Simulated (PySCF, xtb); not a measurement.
pivalic acid (C5H10O2), SMILES C(O)(C(C)(C)C)=O.

Geometry optimised at B3LYP-D3(BJ)/def2-SVP. One conformer was computed; it need not be the lowest.

These are C-PCM-M06-2X/def2-SVP (PySCF) values and carry that method's errors.

The values are the electrostatic part of the solvation free energy, E(continuum) − E(gas) at the gas-phase geometry, in a cavity of scaled van der Waals radii (PySCF's table); cavitation and dispersion terms are not included. In vacuum the orbital gap is 10.92 eV. The dipole moment in vacuum is 1.58 D.

Computed values in water (ε = 78.36), acetone (ε = 20.49), chloroform (ε = 4.71):
```json
[
 {"solvent": "water", "ε": "78.36", "ΔG(elec) (kcal/mol)": "-5.8", "dipole (D)": "2.02", "gap (eV)": "10.97"},
 {"solvent": "acetone", "ε": "20.49", "ΔG(elec) (kcal/mol)": "-5.6", "dipole (D)": "2.00", "gap (eV)": "10.97"},
 {"solvent": "chloroform", "ε": "4.71", "ΔG(elec) (kcal/mol)": "-4.5", "dipole (D)": "1.91", "gap (eV)": "10.96"}
]
```

For comparison, GFN2-xTB/ALPB(water) (xtb, at the GFN2-xTB geometry, all terms of that model) gives -7.2 kcal/mol.
